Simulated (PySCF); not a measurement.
Choosing a molecule for a target property.

Each SMILES stands for a single optimised conformer of the isolated species, non-relativistic unless stated; the electronic structure was computed with PySCF and density fitting.

The conformers computed, where there is a choice (atom-mapped SMILES and torsion angles):
- `[CH3:1][O:2][C@:3]([SiH3:4])([C:5]#[N:6])[CH:7]=[O:8]`: C1–O2–C3–Si4 167°, O2–C3–C7–O8 174°
- `[F:1][C:2]([F:3])([F:4])[C@H:5]1[O:6][CH2:7][C:8]1([F:9])[F:10]`: F1–C2–C5–O6 -49°
- `[CH3:1][O:2][c:3]1[cH:4][cH:5][cH:6][cH:7][c:8]1[NH2:9]`: C1–O2–C3–C4 0°, H–N9–C8–C7 163°, H–N9–C8–C7 26°
- `[CH2:1]=[C:2]1[CH2:3][CH:4]([O:5][CH3:6])[CH2:7]1`: C3–C4–O5–C6 -179°
- `[CH3:1][C:2](=[O:3])[NH:4][C:5]1=[CH:6][CH:7]=[CH:8][CH2:9]1`: C1–C2–N4–C5 180°, C2–N4–C5–C6 180°
- `[F:1][CH2:2][C:3]([F:4])([F:5])[C@@:6]1([F:7])[O:8][C@H:9]1[F:10]`: F1–C2–C3–F4 -84°, C2–C3–C6–F7 59°

**Question.** Wanted: static isotropic polarisability below 90 au (PBE0/def2-SVPD) and electronic spatial extent ⟨r²⟩ about the centre of nuclear charge below 1000 bohr² (PBE0/def2-SVPD), at GFN2-xTB geometries. Which candidate meets both?
A. `FC(F)(F)[C@H]1OCC1(F)F`
B. `C=C1CC(OC)C1`
C. `COC1=CC=CC=C1N`
D. `CO[C@]([SiH3])(C#N)C=O`

**Answer.** B. Computed values:
```
               species  static isotropic polarisability  electronic spatial extent ⟨r²⟩ about the centre of nuclear charge
FC(F)(F)[C@H]1OCC1(F)F                          53.3 au                                                         1200 bohr²
          C=C1CC(OC)C1                          76.1 au                                                          913 bohr²
CO[C@]([SiH3])(C#N)C=O                          84.7 au                                                         1108 bohr²
        COC1=CC=CC=C1N                          96.0 au                                                         1185 bohr²
```

**Question.** Wanted: lowest triplet excitation (Tamm–Dancoff) below 3 eV (TDA PBE0/def2-SVPD) and dipole moment above 1.6 D (PBE0/def2-SVPD), at GFN2-xTB geometries. Which candidate meets both?
A. `CO[C@]([SiH3])(C#N)C=O`
B. `COC1=CC=CC=C1N`
C. `FCC(F)(F)[C@@]1(F)O[C@H]1F`
D. `FC(F)(F)[C@H]1OCC1(F)F`
E. `CC(=O)NC1=CC=CC1`
F. `C1C(=C)CC1OC`

**Answer.** E. Computed values:
```
                   species  lowest triplet excitation (Tamm–Dancoff)  dipole moment
          CC(=O)NC1=CC=CC1                                   2.81 eV         3.26 D
    CO[C@]([SiH3])(C#N)C=O                                   3.54 eV         4.27 D
            COC1=CC=CC=C1N                                   3.77 eV         1.46 D
              C1C(=C)CC1OC                                   4.24 eV         1.25 D
    FC(F)(F)[C@H]1OCC1(F)F                                   6.84 eV         2.07 D
FCC(F)(F)[C@@]1(F)O[C@H]1F                                   7.93 eV         1.79 D
```

**Question.** Wanted: HOMO–LUMO gap above 6 eV (PBE0/def2-SVPD) and smallest rotational constant below 1.1 GHz (GFN2-xTB), at GFN2-xTB geometries. Which candidate meets both?
A. `FC(F)(F)[C@H]1OCC1(F)F`
B. `CO[C@]([SiH3])(C#N)C=O`
C. `C1C=C(NC(=O)C)CC=1`
D. `FCC(F)(F)[C@@]1(F)O[C@H]1F`

**Answer.** A. Computed values:
| species | HOMO–LUMO gap | smallest rotational constant |
| --- | --- | --- |
| C1C=C(NC(=O)C)CC=1 | 5.14 eV | 0.827 GHz |
| CO[C@]([SiH3])(C#N)C=O | 6.24 eV | 1.388 GHz |
| FC(F)(F)[C@H]1OCC1(F)F | 9.06 eV | 0.964 GHz |
| FCC(F)(F)[C@@]1(F)O[C@H]1F | 9.93 eV | 1.149 GHz |

**Question.** Wanted: HOMO energy between -9 eV and -6.4 eV (PBE0/def2-SVPD) and lowest singlet excitation below 4.7 eV (TDDFT PBE0/def2-SVPD), at GFN2-xTB geometries. Which candidate meets both?
A. `COC1=CC=CC=C1N`
B. `CO[C@]([SiH3])(C#N)C=O`
C. `FCC(F)(F)[C@@]1(F)O[C@H]1F`
D. `FC(F)(F)[C@H]1OCC1(F)F`
E. `CC(=O)NC1=CC=CC1`
F. `C1C(=C)CC1OC`

**Answer.** B. Computed values:
```
                   species  HOMO energy  lowest singlet excitation
FCC(F)(F)[C@@]1(F)O[C@H]1F     -9.47 eV                    8.68 eV
    FC(F)(F)[C@H]1OCC1(F)F     -8.86 eV                    7.38 eV
    CO[C@]([SiH3])(C#N)C=O     -7.98 eV                    4.15 eV
              C1C(=C)CC1OC     -7.14 eV                    6.39 eV
          CC(=O)NC1=CC=CC1     -5.73 eV                    4.50 eV
            COC1=CC=CC=C1N     -5.63 eV                    4.83 eV
```
